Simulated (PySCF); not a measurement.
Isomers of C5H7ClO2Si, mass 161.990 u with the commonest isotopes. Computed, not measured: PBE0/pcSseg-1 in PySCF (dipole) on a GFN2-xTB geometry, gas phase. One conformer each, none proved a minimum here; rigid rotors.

Task: Order these by out-of-plane moment Σ m c² = (Ia + Ib − Ic)/2, smallest first.
A. `[O:1]=[CH:2][O:3][C@:4]1([SiH3:5])[CH:6]=[C:7]([Cl:8])[CH2:9]1` with O1–C2–O3–C4 -1°, C2–O3–C4–Si5 5°
B. `[O:1]=[C:2]=[C:3]([CH:4]=[O:5])[C@H:6]([SiH3:7])[CH2:8][Cl:9]` with C2–C3–C4–O5 178°, C2–C3–C6–Si7 -165°, C3–C6–C8–Cl9 -59°
C. `[OH:1][C@H:2]1[CH:3]=[CH:4][SiH2:5][O:6]/[C:7]1=[CH:8]/[Cl:9]` with H–O1–C2–C3 52°, O1–C2–C3–C4 54°, C3–C4–Si5–O6 33°, C4–Si5–O6–C7 -32°, Si5–O6–C7–C8 169°

Result: A (40.99 u·Å²), B (48.53 u·Å²), C (69.77 u·Å²).

Task: Order these by radius of gyration √(Σ m r²/M), largest first.
A. `[O:1]=[CH:2][O:3][C@:4]1([SiH3:5])[CH:6]=[C:7]([Cl:8])[CH2:9]1` with O1–C2–O3–C4 -1°, C2–O3–C4–Si5 5°
B. `[O:1]=[C:2]=[C:3]([CH:4]=[O:5])[C@H:6]([SiH3:7])[CH2:8][Cl:9]` with C2–C3–C4–O5 178°, C2–C3–C6–Si7 -165°, C3–C6–C8–Cl9 -59°
C. `[OH:1][C@H:2]1[CH:3]=[CH:4][SiH2:5][O:6]/[C:7]1=[CH:8]/[Cl:9]` with H–O1–C2–C3 52°, O1–C2–C3–C4 54°, C3–C4–Si5–O6 33°, C4–Si5–O6–C7 -32°, Si5–O6–C7–C8 169°

Result: A (2.403 Å), B (2.250 Å), C (2.216 Å).

Task: Order these by dipole moment, smallest first.
A. `[OH:1][C@H:2]1[CH:3]=[CH:4][SiH2:5][O:6]/[C:7]1=[CH:8]/[Cl:9]` with H–O1–C2–C3 52°, O1–C2–C3–C4 54°, C3–C4–Si5–O6 33°, C4–Si5–O6–C7 -32°, Si5–O6–C7–C8 169°
B. `[O:1]=[CH:2][O:3][C@:4]1([SiH3:5])[CH:6]=[C:7]([Cl:8])[CH2:9]1` with O1–C2–O3–C4 -1°, C2–O3–C4–Si5 5°
C. `[O:1]=[C:2]=[C:3]([CH:4]=[O:5])[C@H:6]([SiH3:7])[CH2:8][Cl:9]` with C2–C3–C4–O5 178°, C2–C3–C6–Si7 -165°, C3–C6–C8–Cl9 -59°

Result: C (1.17 D), B (1.78 D), A (3.16 D).

```json
{"SMILES": "O[C@H]1C=C[SiH2]O/C1=C/Cl", "point group": "C1", "Ia (u·Å²)": "207.68", "Ib (u·Å²)": "657.37", "Ic (u·Å²)": "725.53", "κ": "-0.92", "μa (D)": "2.09", "μb (D)": "2.24", "μc (D)": "0.76"}
{"SMILES": "O=C=C(C=O)[C@H]([SiH3])CCl", "point group": "C1", "Ia (u·Å²)": "313.74", "Ib (u·Å²)": "554.84", "Ic (u·Å²)": "771.53", "κ": "-0.46", "μa (D)": "0.51", "μb (D)": "1.04", "μc (D)": "0.16"}
{"SMILES": "O=CO[C@]1([SiH3])C=C(Cl)C1", "point group": "C1", "Ia (u·Å²)": "172.34", "Ib (u·Å²)": "803.92", "Ic (u·Å²)": "894.29", "κ": "-0.95", "μa (D)": "0.16", "μb (D)": "1.76", "μc (D)": "0.28"}
```
